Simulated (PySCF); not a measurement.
## Radial density of Zn(3+) (zinc, charge +3)

LDA, [Ar] 3d9, 2D determinant. Calculation: PySCF 2.14, in aug-cc-pVDZ-DK (7s6p4d2f, 59 functions); the spin-free X2C one-electron Hamiltonian (Gaussian nucleus).

```
r (bohr)  4πr²ρ (e/bohr)  4πr²(ρα − ρβ)
0.000893          0.2895         0.0000
 0.00150          0.7201         0.0000
 0.00253           1.753         0.0000
 0.00425           4.115         0.0000
 0.00715           9.098         0.0001
  0.0120           18.08         0.0002
  0.0202           29.92         0.0003
  0.0340           36.69         0.0005
  0.0572           31.40         0.0023
  0.0963           31.73         0.0174
   0.162           42.05         0.1185
   0.272           24.93         0.5299
   0.458           22.14         1.1702
   0.771           19.29         1.0038
    1.30           4.328         0.3058
    2.18          0.3143         0.0241
    3.67        0.004192         0.0001
    6.17       1.625e-05         0.0000
```

Densities and radii are taken from the X2C orbitals without a picture-change correction, which distorts them close to the nucleus.
